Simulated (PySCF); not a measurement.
## Stretching BeS

Set-up: Be 6-311G(d,p), S 6-311G(d,p); no relativity (PySCF 2.14). Energies in eV from Be + S in their ground configurations at the same level. All curves are PBE0. state 1: ¹Σ⁺ (singlet), closed shell; state 2: ³Π (triplet), unpaired electrons σ ↑, π ↑, a second solution, started from another occupation; state 3: Ms = 0 determinant of mixed spin (⟨S²⟩ near 1.0), unpaired electrons σ ↑, π ↓, a second solution, started from another occupation.

| R (Å) | state 1 | state 2 | state 3 |
| --- | --- | --- | --- |
| 1.497 | -2.335 | -0.336 | -0.274 |
| 1.567 | -2.978 | -1.293 | -1.238 |
| 1.637 | -3.341 | -1.955 | -1.905 |
| 1.689 | -3.473 | -2.302 | -2.255 |
| 1.741 | -3.511 | -2.546 | -2.500 |
| 1.793 | -3.475 | -2.706 | -2.663 |
| 1.863 | -3.340 | -2.818 | -2.776 |
| 1.950 | -3.073 | -2.835 | -2.793 |
| 2.054 | -2.666 | -2.732 | -2.687 |
| 2.194 | -2.064 | -2.467 | -2.415 |

Problem. Put a parabola through the three lowest points of the state 1 curve and estimate Re, k and ωe (reduced mass 7.03 u; 1 eV/Å² = 0.16022 mdyn/Å; ωe = 1302.8·√(k/μ) cm⁻¹).

Solution. Through R = 1.689, 1.741, 1.793 Å the second-order coefficient is 13.7 eV/Å², so Re ≈ 1.742 Å, k ≈ 4.38 mdyn/Å and ωe ≈ 1029 cm⁻¹. A polynomial fit of higher order to the unrounded PBE0 energies gives Re = 1.740 Å, k = 4.36 mdyn/Å, ωe = 1026 cm⁻¹; anharmonicity and rounding make the difference.

The higher-order fit for each curve: state 1: Re = 1.740 Å, ωe = 1026 cm⁻¹, De = 3.51 eV; state 2: Re = 1.918 Å, ωe = 748 cm⁻¹, minimum 2.84 eV below the ground-state fragments; state 3: Re = 1.918 Å, ωe = 754 cm⁻¹, minimum 2.80 eV below the ground-state fragments.
